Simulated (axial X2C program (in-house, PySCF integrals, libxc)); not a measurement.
How long does TaS take?

A bond scan computed with an in-house relativistic program for diatomic molecules. Basis: Ta dyall-cv3z [13s14p9d7f4g], S dyall-av3z [9s8p3d2f] (cores contracted in-house).

Input:
```json
{
 "zs": [
  73,
  16
 ],
 "q": 0,
 "bas": [
  "dyall-cv3z",
  "dyall-av3z"
 ],
 "levels": [
  "PBE0",
  "HF",
  "TPSS"
 ],
 "cc": true,
 "r0": 2.2,
 "thr": -2.0,
 "nmax": 110,
 "npts": 10,
 "nst": 2,
 "ntry": 8
}
```
```bash
python so2c.py task.json out
```

Keys: zs atomic numbers; q charge; bas basis sets; levels methods; cc coupled cluster on or off; r0 starting distance in Å; thr threshold in hartree for freezing inner shells (an s shell follows its p shell); nmax most natural virtual spinors; npts points on the curve; nst determinants followed; ntry starts of the search. HF also brings MP2.

Hardware: 1 thread of Arm Neoverse N1, with other jobs on the host.

Wall time of one point of each curve, integrals apart:

```
Hamiltonian                                 level  points  seconds a point
  spin-free                                  PBE0      10                2
  spin-free                                    HF      10              2.3
  spin-free  CCSD(T) (19 electrons, 109 virtuals)       7               49
  spin-free                                  TPSS      10              1.8
         2c                                  PBE0      10              5.1
         2c                                    HF      10              5.6
         2c  CCSD(T) (19 electrons, 110 virtuals)       7               67
         2c                                  TPSS      10              2.1
```

The rest:

Search with its distance optimisation 150 s, atoms 180 s, whole task 1300 s. Coupled cluster runs on the points near the minimum only. The program drops outer points, and coupled cluster, when its time limit (not in the input) nears; MP2, further determinants and curves that did not converge are not in the table.
